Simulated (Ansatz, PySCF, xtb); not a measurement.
Breaking the B1–H2 bond in BH5OSi (SMILES BO[SiH3]) (multiplicity 1 held, fragments rigid). Energies count from the point at 1.194 Å.
Geometry at that point (charge 0, multiplicity 1):
```xyz
8

B     -0.355     0.168     1.746
H     -1.122     0.723     2.474
H      0.516    -0.542     2.166
O     -0.489     0.357     0.418
Si     0.331    -0.201    -0.915
H      0.863     0.968    -1.643
H     -0.630    -0.934    -1.764
H      1.435    -1.094    -0.498
```

Unrestricted levels (U-) break spin symmetry where that is lower. Levels need not reach the same state.

Rows in 3-21G, 6-31G* carry no dispersion term and start afresh at each structure (6-31G* with six Cartesian d functions).

Run with Ansatz (a first-principles code); PySCF for 3-21G rows, 6-31G* rows; xtb for the GFN methods. Values without a source in brackets are computed. The GFN methods have no spin term and hold the electronic entropy of 300 K.

Question: One of these levels gives 183.40 kcal/mol for the energy at R = 3.822 Å. Name it.
A. GFN2-xTB
B. U-HF/6-31G*
C. R-HF/3-21G
D. U-PBE/cc-pV(T+d)Z

Answer: C, R-HF/3-21G. The others give 120.17 (GFN2-xTB), 89.24 (U-HF/6-31G*), 104.10 (U-PBE/cc-pV(T+d)Z)

Doubts at one or more of the structures used: a restricted determinant that unrestricted orbitals would lower (R-HF/3-21G); a spin-contaminated determinant (U-HF/6-31G*, U-PBE/cc-pV(T+d)Z).
